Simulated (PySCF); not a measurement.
**Static response to an electric field**

Ge2H10SSi2.
Geometry (PBE0-D3(BJ)/def2-SVP, Å), atoms numbered from 1 in this order:
```
atom  x, y, z in Å
Si1    2.2570   -1.0960    0.0497
S2     1.0409   -0.5714    1.7365
Ge3    0.3895    1.4773    1.0691
Ge4   -1.0604    1.1607   -0.8531
Si5   -2.1241   -0.9487   -0.5333
H6     3.4453   -0.1981   -0.0658
H7     2.7009   -2.5018    0.2677
H8     1.4787   -1.0058   -1.2241
H9    -0.3768    2.0310    2.2829
H10    1.6412    2.3393    0.8049
H11   -2.0926    2.3054   -0.9131
H12   -0.2413    1.1907   -2.1573
H13   -1.1432   -2.0542   -0.7398
H14   -2.6714   -1.0130    0.8545
H15   -3.2476   -1.1075   -1.5073
```

Level: wB97X-D/def2-SVPD (PySCF), static field, nuclei fixed, core orbitals frozen in the response. The polarisability tensor in these axes (au):

```
x   151.57  -3.05  10.47
y    -3.05 146.89   2.22
z    10.47   2.22 134.04
```

Question: Give the principal values, the mean and the anisotropy Δα = √{½[(α1 − α2)² + (α2 − α3)² + (α1 − α3)²]}.

Answer: Principal values 128.55, 147.14 and 156.81 au; mean 144.17 au = 21.36 Å³ = 23.77 × 10⁻⁴⁰ C²·m²/J; Δα = 24.87 au (17 % of the mean).

Question: What is the dipole moment, and where does it point?

Answer: (-0.18, 0.85, -1.06) D, 1.37 D in size, pointing from the negative to the positive side. Measured along this direction, the outermost atoms are H7 at the negative end and H12 and H11 at the positive end.

Question: Directions of the eigenvectors, and the extent of the frame along each?

Answer: Largest value along (0.90, -0.19, 0.40), where the nuclei span 6.42 Å; middle along (0.10, 0.97, 0.24), 4.88 Å; least along (-0.43, -0.18, 0.89), 4.10 Å. The response follows the extents in order.

Question: What would n − 1 = 2πNα be for an ideal gas of these molecules at 500 K and 1 atm, electronic part alone?

Answer: N = p/kT = 1.4678 × 10¹⁹ cm⁻³, so n − 1 = 2π × N × 21.36 × 10⁻²⁴ cm³ = 1970 × 10⁻⁶ at long wavelengths, for an ideal gas.

Question: In a dilute gas of rigid molecules at 250 K, how does the orientational term μ²/3kT compare with the electronic polarisability?

Answer: In Gaussian units μ²/3kT = 18.12 Å³ against 21.36 Å³, a ratio of 0.85; the Debye molar polarisation (4π/3)N_A(α + μ²/3kT) is 99.6 cm³/mol, leaving out the vibrational part.

Question: What depolarisation ratio follows for Rayleigh scattering of linearly polarised light, taking the static tensor?

Answer: ρ = 3Δα²/(45ᾱ² + 4Δα²) = 1855.9/(935280 + 2474.5) = 0.00198.

Question: Find the Langevin capture rate constant for O2+ (31.990 u) meeting this molecule (245.847 u), k = 2.342 × 10⁻⁹ cm³/s × √(α in Å³ / reduced mass in u).

Answer: The reduced mass is 28.31 u, so k = 2.03 × 10⁻⁹ cm³/s. The formula leaves out the permanent dipole, which adds to the capture rate.

One conformer (not necessarily the lowest) at the PBE0-D3(BJ)/def2-SVP geometry, without solvent, vibrations or thermal averaging. The calculation is non-relativistic, for germanium too.
